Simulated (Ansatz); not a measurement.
System: C$_{5}$H$_{7}$Ge, net charge 0, doublet state. It need not be the lowest isomer of its formula. SMILES: [GeH3][C]1=CC=[C]C1
Geometry from a B3LYP-D3(BJ)/def2-TZVP (Ansatz, a program for electronic structure) optimisation:
```xyz
13

Ge    -1.5184    -0.0816     0.2257
C      0.3969     0.0183    -0.0425
C      1.3503    -0.1268     0.9036
C      2.6990     0.0145     0.3218
C      2.5159     0.2439    -0.9759
C      1.0835     0.2777    -1.3766
H     -2.1962     1.2402    -0.1858
H     -2.1303    -1.2097    -0.6281
H     -1.7911    -0.3576     1.7140
H      1.1712    -0.3211     1.9534
H      3.6275    -0.0589     0.8672
H      0.8407    -0.4886    -2.1191
H      0.7941     1.2413    -1.8068
```
Charge 0, spin multiplicity 2.

Wanted: atomisation energy (electronic, to ground-state atoms), in kcal/mol. Correlated levels leave the core frozen unless marked. Open shells are spin-unrestricted. Spin-orbit coupling is left out. Frozen are the shells of the preceding noble gas and the d and f shells that filled before the atom's block. Non-relativistic. The coupled-cluster limit lacks core correlation, which all-electron functionals hold. CBS marks a two-point X^-3 extrapolation of the correlation energy; Hartree-Fock from the larger set.

The UHF reference is spin-contaminated (<S^2> 0.52 over the pure value in the largest basis). 

```csv
level,program,atomisation energy (kcal/mol)
BLYP/def2-TZVPD,Ansatz,(withheld)
PBE0-D4/def2-TZVP,Ansatz + dftd4,1255.1
PBE0/def2-TZVPD,Ansatz,(withheld)
LC-wPBE/def2-TZVPD,Ansatz,1241.7
wB97M-V/def2-TZVPD,Ansatz,(withheld)
B2GP-PLYP-D3(BJ)/def2-TZVPD,Ansatz + dftd3,1223.9
B2GP-PLYP-D4/def2-TZVPD,Ansatz + dftd4,1221.8
"CCSD(T)/CBS(cc-pVTZ,cc-pVQZ)",Ansatz,1233.6
```

### Question
Complete the blanks.

### Answer

- BLYP/def2-TZVPD, atomisation energy (kcal/mol): 1217.8
- PBE0/def2-TZVPD, atomisation energy (kcal/mol): 1248.8
- wB97M-V/def2-TZVPD, atomisation energy (kcal/mol): 1237.3
